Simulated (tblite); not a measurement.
Species: C6H11F3Ge.
SMILES with atom numbers: `[F:1][C:2]([F:3])([F:4])[GeH2:5][CH:6]1[CH2:7][CH2:8][CH2:9][CH2:10]1` (hydrogens: H11, H12 on Ge5; H13 on C6; H14, H15 on C7; H16, H17 on C8; H18, H19 on C9; H20, H21 on C10)

Computed with GFN2-xTB (tblite), gas phase: L-BFGS steps from a force-field or distance-geometry start until the largest atomic force falls under 0.01 eV/Å.

Step 4: E = -941.2835 eV
```
atom  x, y, z in Å  |  force x, y, z in eV/Å
F1      2.5780   -0.1595   -2.0888   -0.022  -0.020  -0.029
C2      3.0083   -0.2331   -0.8161    0.080  -0.031  -0.036
F3      3.3725    1.0147   -0.4710    0.025   0.055   0.029
F4      4.1307   -0.9681   -0.8365    0.172  -0.044  -0.050
Ge5     1.6280   -0.9770    0.4193   -0.013   0.142  -0.009
C6      0.1094    0.2631    0.4087   -0.060   0.015   0.023
C7     -0.9882   -0.2585    1.3343   -0.012   0.000   0.006
C8     -2.2869    0.3351    0.7929   -0.030   0.015   0.006
C9     -2.0192    0.7240   -0.6698    0.010   0.018  -0.024
C10    -0.5572    0.3745   -0.9627    0.001  -0.019   0.030
H11     1.2478   -2.3192   -0.1221    0.079  -0.084   0.019
H12     2.2561   -1.0671    1.7710    0.179  -0.140   0.057
H13     0.4255    1.2540    0.7438   -0.037   0.037  -0.007
H14    -0.7952    0.0338    2.3649   -0.051  -0.066   0.067
H15    -1.0301   -1.3494    1.2898   -0.004  -0.015  -0.001
H16    -2.5605    1.2123    1.3733   -0.081   0.075   0.025
H17    -3.0932   -0.3891    0.8660   -0.123   0.009   0.038
H18    -2.1801    1.7901   -0.8094   -0.061   0.066  -0.026
H19    -2.6810    0.1873   -1.3455   -0.060   0.044  -0.046
H20    -0.0690    1.1308   -1.5759   -0.014  -0.044  -0.074
H21    -0.5045   -0.5817   -1.4904    0.023  -0.015   0.004
```

Step 5: E = -941.2876 eV
```
atom  x, y, z in Å  |  force x, y, z in eV/Å
F1      2.5800   -0.1589   -2.0886   -0.039  -0.045   0.002
C2      3.0082   -0.2356   -0.8147    0.201   0.034  -0.104
F3      3.3740    1.0148   -0.4728   -0.002  -0.003   0.045
F4      4.1359   -0.9673   -0.8396    0.069  -0.014  -0.021
Ge5     1.6259   -0.9749    0.4212    0.047   0.079  -0.005
C6      0.1073    0.2631    0.4094   -0.013   0.076   0.034
C7     -0.9892   -0.2579    1.3340   -0.026  -0.029   0.067
C8     -2.2873    0.3355    0.7925   -0.105   0.026   0.045
C9     -2.0188    0.7244   -0.6699   -0.057   0.048  -0.047
C10    -0.5578    0.3741   -0.9612    0.020  -0.003  -0.051
H11     1.2508   -2.3201   -0.1211    0.076  -0.061   0.025
H12     2.2610   -1.0711    1.7712    0.159  -0.127   0.036
H13     0.4243    1.2551    0.7435   -0.047   0.016  -0.008
H14    -0.7965    0.0312    2.3666   -0.055  -0.057   0.037
H15    -1.0298   -1.3492    1.2901   -0.014  -0.010  -0.012
H16    -2.5629    1.2137    1.3736   -0.057   0.039  -0.001
H17    -3.0965   -0.3881    0.8674   -0.073   0.039   0.023
H18    -2.1822    1.7917   -0.8105   -0.038   0.022  -0.014
H19    -2.6825    0.1892   -1.3466   -0.034   0.047  -0.025
H20    -0.0696    1.1288   -1.5784   -0.022  -0.053  -0.039
H21    -0.5034   -0.5815   -1.4903    0.009  -0.024   0.015
```

Step 6: E = -941.2943 eV
```
atom  x, y, z in Å  |  force x, y, z in eV/Å
F1      2.5826   -0.1588   -2.0884   -0.043  -0.073   0.029
C2      3.0125   -0.2392   -0.8145    0.279   0.098  -0.144
F3      3.3766    1.0150   -0.4748   -0.014  -0.065   0.055
F4      4.1461   -0.9661   -0.8453   -0.052   0.028   0.008
Ge5     1.6241   -0.9701    0.4242    0.155  -0.039   0.002
C6      0.1034    0.2646    0.4113    0.040   0.118   0.034
C7     -0.9917   -0.2575    1.3346   -0.056  -0.046   0.109
C8     -2.2901    0.3367    0.7927   -0.163   0.037   0.068
C9     -2.0193    0.7260   -0.6707   -0.130   0.064  -0.045
C10    -0.5587    0.3735   -0.9596    0.011   0.017  -0.126
H11     1.2576   -2.3227   -0.1188    0.070  -0.001   0.042
H12     2.2728   -1.0807    1.7721    0.112  -0.098  -0.017
H13     0.4212    1.2576    0.7427   -0.056   0.010   0.002
H14    -0.8000    0.0257    2.3702   -0.060  -0.036  -0.002
H15    -1.0296   -1.3493    1.2903   -0.033  -0.001  -0.031
H16    -2.5682    1.2167    1.3741   -0.019  -0.012  -0.035
H17    -3.1036   -0.3856    0.8702   -0.003   0.076   0.000
H18    -2.1863    1.7947   -0.8124    0.001  -0.035   0.005
H19    -2.6858    0.1934   -1.3490    0.000   0.045   0.003
H20    -0.0709    1.1245   -1.5834   -0.023  -0.046   0.007
H21    -0.5014   -0.5816   -1.4897   -0.017  -0.041   0.035
```

Step 7: E = -941.3011 eV
```
atom  x, y, z in Å  |  force x, y, z in eV/Å
F1      2.5847   -0.1600   -2.0881   -0.028  -0.084   0.032
C2      3.0210   -0.2419   -0.8161    0.230   0.113  -0.116
F3      3.3796    1.0147   -0.4761    0.005  -0.080   0.049
F4      4.1575   -0.9647   -0.8518   -0.109   0.053   0.019
Ge5     1.6252   -0.9652    0.4273    0.232  -0.125   0.001
C6      0.0991    0.2678    0.4138    0.066   0.094   0.021
C7     -0.9959   -0.2573    1.3365   -0.071  -0.035   0.088
C8     -2.2952    0.3387    0.7937   -0.147   0.038   0.054
C9     -2.0218    0.7284   -0.6719   -0.146   0.047  -0.016
C10    -0.5601    0.3729   -0.9593   -0.021   0.023  -0.125
H11     1.2666   -2.3256   -0.1153    0.062   0.059   0.055
H12     2.2883   -1.0934    1.7727    0.062  -0.063  -0.069
H13     0.4167    1.2611    0.7422   -0.059   0.020   0.019
H14    -0.8051    0.0189    2.3748   -0.063  -0.008  -0.028
H15    -1.0300   -1.3496    1.2899   -0.054   0.010  -0.050
H16    -2.5747    1.2203    1.3742    0.012  -0.038  -0.051
H17    -3.1120   -0.3816    0.8734    0.041   0.089  -0.022
H18    -2.1911    1.7979   -0.8146    0.036  -0.067   0.022
H19    -2.6897    0.1989   -1.3519    0.018   0.030   0.020
H20    -0.0726    1.1192   -1.5892   -0.018  -0.023   0.040
H21    -0.4995   -0.5826   -1.4883   -0.048  -0.054   0.056
```

Task: Estimate the geometry and energy of step 8. (The exact step hangs on the optimiser's Hessian estimate; all steps are aligned on step 7, rigid shifts and turns removed.)

Result: E = -941.3072 eV, largest force 0.268 eV/Å
```
atom  x, y, z in Å  |  force x, y, z in eV/Å
F1      2.5862   -0.1627   -2.0879    0.001  -0.072   0.016
C2      3.0321   -0.2431   -0.8190    0.083   0.079  -0.040
F3      3.3833    1.0139   -0.4762    0.044  -0.049   0.027
F4      4.1683   -0.9629   -0.8581   -0.091   0.053   0.013
Ge5     1.6307   -0.9618    0.4301    0.230  -0.137  -0.007
C6      0.0955    0.2716    0.4164    0.063   0.019   0.002
C7     -1.0012   -0.2573    1.3389   -0.054  -0.006   0.017
C8     -2.3019    0.3413    0.7949   -0.064   0.028   0.012
C9     -2.0260    0.7312   -0.6728   -0.095   0.006   0.021
C10    -0.5624    0.3725   -0.9600   -0.049   0.009  -0.053
H11     1.2769   -2.3277   -0.1108    0.051   0.093   0.057
H12     2.3052   -1.1075    1.7723    0.026  -0.029  -0.098
H13     0.4112    1.2656    0.7421   -0.054   0.028   0.032
H14    -0.8114    0.0120    2.3793   -0.064   0.019  -0.040
H15    -1.0315   -1.3498    1.2886   -0.074   0.020  -0.064
H16    -2.5813    1.2238    1.3737    0.028  -0.031  -0.043
H17    -3.1204   -0.3763    0.8763    0.044   0.071  -0.036
H18    -2.1953    1.8005   -0.8165    0.056  -0.061   0.034
H19    -2.6937    0.2047   -1.3547    0.011   0.004   0.023
H20    -0.0745    1.1137   -1.5947   -0.014   0.007   0.056
H21    -0.4985   -0.5848   -1.4860   -0.078  -0.054   0.072
```

The energy changes by -0.0062 eV. The first-order estimate −F·Δx gives -0.0088 eV and the mean of the old and new forces, exact on a quadratic surface, -0.0062 eV. The step makes an angle of 68° with the force vector and moves no atom by more than 0.022 Å.

What follows is the cost of the whole relaxation. Hardware: an Arm Neoverse V2 with one thread, shared host with 96 logical CPUs at a one-minute load of 30. Cost: 0.49 s of wall time.
